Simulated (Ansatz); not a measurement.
The same molecule with X = V, Nb, Ta. Ansatz, PBE0-D4/def2-TZVP geometries, multiplicity 1. Each molecule was computed in one conformer, which needn't be the lowest.

Elements past krypton have def2 core potentials. Scalar relativity is left out up to krypton.

```csv
X,molecule,mean X–Cl bond length / Å,mean X–O bond length / Å,LUMO energy (PBE0/def2-TZVPP) / eV,HOMO–LUMO gap (ωB97M-V/def2-TZVPP) / eV,size of the dipole moment (PBE/def2-TZVPP) / D
V,`[O]=[V]([OH])([OH])[Cl]`,2.161,1.683,-3.04,10.56,2.24
Nb,`[O]=[Nb]([OH])([OH])[Cl]`,2.309,1.820,-1.64,11.93,2.38
```

Problem. Give the row for X = Ta, `[O]=[Ta]([OH])([OH])[Cl]`. (Best estimate.)

Solution. Computed: 
```tsv
X	molecule	mean X–Cl bond length / Å	mean X–O bond length / Å	LUMO energy (PBE0/def2-TZVPP) / eV	HOMO–LUMO gap (ωB97M-V/def2-TZVPP) / eV	size of the dipole moment (PBE/def2-TZVPP) / D
Ta	`[O]=[Ta]([OH])([OH])[Cl]`	2.313	1.836	-1.41	12.06	4.95
```

From V to Ta the mean X–Cl bond length rises at each step, by 0.152 Å in all; the mean X–O bond length rises at each step, by 0.153 Å in all; the LUMO energy (PBE0/def2-TZVPP) rises at each step, by 1.63 eV in all; the HOMO–LUMO gap (ωB97M-V/def2-TZVPP) rises at each step, by 1.50 eV in all. Dipoles are sizes alone, and their direction can turn along the series.
